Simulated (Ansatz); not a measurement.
Reaction (cleavage of the Si–Si bond): `[SiH3][SiH2]S` + `C1NCS1` → `[SiH3]N1CSC1` + `[SiH3]S`

Isolated molecules relaxed with PBE0-D4/def2-TZVP in Ansatz; ΔE leaves out vibrations. CBS: MP2 limit from def2 TZ/QZ plus the TZ coupled-cluster correction, frozen cores. DFT in def2-TZVPP. One conformer a species, not always the lowest.

`[SiH3][SiH2]S`:

Z-matrix (Å, degrees):
```
Si
Si 1 2.338
H 1 1.487 2 109.5
H 1 1.486 2 110.0 3 119.9
H 1 1.486 2 110.0 3 -119.8
S 2 2.143 1 106.2 3 -179.6
H 2 1.488 1 110.6 3 60.1
H 2 1.488 1 110.6 3 -59.3
H 6 1.344 2 95.4 1 -179.6
```

`C1NCS1`:

Cartesian coordinates in Å:
```
C -0.496 0.911 0.420
N -0.368 0.022 -0.731
C 0.450 -1.018 -0.113
S 0.066 -0.400 1.564
H -1.516 1.252 0.610
H 0.185 1.770 0.422
H 0.061 0.456 -1.538
H 0.096 -2.034 -0.300
H 1.522 -0.957 -0.333
```

`[SiH3]N1CSC1`:

Z-matrix (Å, degrees):
```
Si
N 1 1.719
H 1 1.494 2 114.4
H 1 1.486 2 107.6 3 120.0
H 1 1.486 2 107.6 3 -120.0
C 2 1.453 1 128.0 3 -77.4
C 2 1.453 1 127.9 3 77.4
S 6 1.829 2 91.8 1 166.0
H 6 1.094 2 114.2 1 -77.3
H 6 1.096 2 115.1 1 50.4
H 7 1.096 2 115.1 1 -50.4
H 7 1.094 2 114.2 1 77.3
```

`[SiH3]S`:

Z-matrix (Å, degrees):
```
Si
S 1 2.137
H 1 1.485 2 111.6
H 1 1.485 2 111.6 3 -122.0
H 1 1.482 2 104.8 3 119.0
H 2 1.344 1 94.7 3 60.9
```

```tsv
level	ΔE (kcal/mol)	difference from CCSD(T)/CBS
PBE-D4	-6.1	4.0
ωB97X-V	-9.8	0.3
ωB97M-V	-11.0	-0.9
B2PLYP	-11.1	-1.0
r2SCAN	-8.6	1.5
PBE0	-6.8	3.3
HF/def2-TZVPP	-13.5	-3.4
CCSD(T)/def2-TZVPP	-10.4	-0.3
MP2/def2-QZVPP	-12.5	-2.4
MP2/CBS(def2)	-12.2	-2.1
CCSD(T)/CBS	-10.1	0
```

Largest T1 diagnostic among the species: 0.012.

In def2-TZVPP, CCSD(T) changes the Hartree–Fock value by +3.1 kcal/mol (the triples alone add +0.4 kcal/mol) and MP2 by +1.0 kcal/mol. The D4 term adds −0.8 kcal/mol with B3LYP and −0.4 kcal/mol with PBE0; it sums over pairs of atoms, weighted by their polarisabilities, and B3LYP, whose exchange is more repulsive, gets the larger term.

B3LYP here is the variant with VWN-RPA as its local correlation; programs differ in this.
